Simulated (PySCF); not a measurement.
## Radial density of Ca⁻ (calcium, charge -1)

wB97X-V, [Ar] 3d1 4s2, 2D determinant. Calculation: PySCF 2.14, in def2-TZVPPD; the non-relativistic Hamiltonian (point nucleus).

```tsv
r (bohr)	4πr²ρ (e/bohr)	4πr²(ρα − ρβ)
0.00109	0.07593	0.0000
0.00183	0.2091	0.0000
0.00309	0.5615	0.0000
0.00519	1.462	0.0000
0.00873	3.589	0.0000
0.0147	8.018	0.0001
0.0247	15.24	0.0001
0.0415	22.31	0.0000
0.0699	22.09	-0.0005
0.118	17.00	-0.0019
0.198	22.14	-0.0016
0.332	21.29	0.0149
0.559	7.103	0.0832
0.941	7.704	0.1853
1.58	4.257	0.2422
2.66	0.8168	0.2367
4.48	0.5660	0.1357
7.53	0.1637	0.0081
12.7	0.001563	-0.0001
```

The configuration of this anion was assumed by filling the next shell in order. It is not the known or likely ground configuration (Ca⁻, Sr⁻ and Ba⁻, for instance, bind a p electron), so these values are not the electron affinity of the element. At wB97X-V the highest occupied level has a positive energy, so only the finite basis holds that electron.
